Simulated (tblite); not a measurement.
Species: C6H10FO3S (charge -1).
SMILES with atom numbers: `[CH3:1][C@@H:2]1[C@@H:3]([CH2:4][F:5])[C@@:6]1([CH3:7])[S:8](=[O:9])(=[O:10])[O-:11]` (hydrogens: H12, H13, H14 on C1; H15 on C2; H16 on C3; H17, H18 on C4; H19, H20, H21 on C7)

Computed geometry: GFN2-xTB, gas phase.

**Question.** Give the optimised bond lengths and angles.

**Answer.** 
| bond | length (pm) | order |
| --- | --- | --- |
| C1–C2 | 151.0 | single |
| C2–C3 | 150.8 | single |
| C3–C4 | 150.0 | single |
| C4–F5 | 139.7 | single |
| C3–C6 | 149.5 | single |
| C6–C7 | 149.6 | single |
| C6–S8 | 183.3 | single |
| S8=O9 | 146.0 | double |
| S8=O10 | 146.3 | double |
| S8–O11 | 145.8 | single |
| C2–C6 | 148.9 | single |
| C1–H12, C1–H13, C1–H14 | 108.9 | single |
| C2–H15 | 108.5 | single |
| C3–H16 | 108.9 | single |
| C4–H17 | 109.1 | single |
| C4–H18 | 109.3 | single |
| C7–H19, C7–H20, C7–H21 | 109.0 | single |

Bonds in one row agree within 1 pm and their mean is given. Orders are formal, as drawn. A selection of angles:
| angle | degrees |
| --- | --- |
| C2–C1–H12 | 110.4 |
| C2–C1–H13 | 111.0 |
| H12–C1–H13 | 108.3 |
| C1–C2–C3 | 120.7 |
| C1–C2–C6 | 122.7 |
| C1–C2–H15 | 114.3 |
| C3–C2–C6 | 59.9 |
| C3–C2–H15 | 115.3 |
| C6–C2–H15 | 113.3 |
| C2–C3–C4 | 121.0 |
| C2–C3–C6 | 59.4 |
| C2–C3–H16 | 116.7 |
| C4–C3–C6 | 118.9 |
| C4–C3–H16 | 113.5 |
| C6–C3–H16 | 117.1 |
| C3–C4–F5 | 110.4 |
| C3–C4–H17 | 110.6 |
| C3–C4–H18 | 111.5 |
| F5–C4–H17 | 108.1 |
| F5–C4–H18 | 106.3 |
| H17–C4–H18 | 109.7 |
| C3–C6–C7 | 122.4 |
| C3–C6–S8 | 114.9 |
| C7–C6–S8 | 109.8 |
| C2–C6–C3 | 60.7 |
| C2–C6–C7 | 125.6 |
| C2–C6–S8 | 115.7 |
| C6–C7–H19 | 109.1 |
| C6–C7–H20 | 113.0 |
| C6–C7–H21 | 107.8 |
| H19–C7–H20 | 109.7 |
| H19–C7–H21 | 107.7 |
| C6–S8–O9 | 103.7 |
| C6–S8–O10 | 106.1 |
| C6–S8–O11 | 104.7 |
| O9–S8–O10 | 113.6 |
| O9–S8–O11 | 114.0 |
| O10–S8–O11 | 113.5 |

Torsions: C1–C2–C3–C4 140° (anticlinal); C2–C3–C4–F5 -94° (anticlinal); C2–C3–C6–C7 116° (anticlinal); C3–C6–S8–O9 -64° (synclinal); C1–C2–C6–C3 109° (anticlinal).

S8 (sulfonyl sulfur) is distorted tetrahedral (angles from 103.7° to 114.0°). Of the pairs four or more bonds apart, O10···H17 is among the closest relative to their van der Waals radii: 2.10 Å, 77 % of the sum of Bondi's values. The 3-membered ring C2–C3–C6 has internal angles of 59.4° to 60.7°. The C–C distances run from 1.489 Å (C2–C6, drawn single) to 1.510 Å (C1–C2, drawn single), a spread of 0.021 Å.

Point group: C1 (no symmetry element, even within 0.4 Å). Its GFN2-xTB frequencies are all real (lowest 59 cm⁻¹).

One conformer stands for the species.
